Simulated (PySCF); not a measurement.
OSn, charge +1, multiplicity 2. Atoms are numbered in the order given.

```xyz
2

Sn     0.0000     0.0000    -0.2742
O      0.0000     0.0000     1.7136
```
Charge +1, spin multiplicity 2.

Geometry optimised at B3LYP-D3(BJ)/def2-TZVP. The spin state was assumed, not searched. The def2 effective core potentials stand for the cores of Sn; spin–orbit coupling is left out.

The numbers are results of C-PCM-M06-2X/def2-TZVPD in PySCF, not measurements.

The values are the electrostatic part of the solvation free energy, E(continuum) − E(gas) at the gas-phase geometry, in a cavity of scaled van der Waals radii (PySCF's table); cavitation and dispersion terms are not included. A continuum can't describe solvent molecules that bind to the metal.

Computed values in water (ε = 78.36), methanol (ε = 32.61), acetone (ε = 20.49):
```tsv
solvent	ε	ΔG(elec) (kcal/mol)
water	78.36	-69.8
methanol	32.61	-68.5
acetone	20.49	-67.2
```
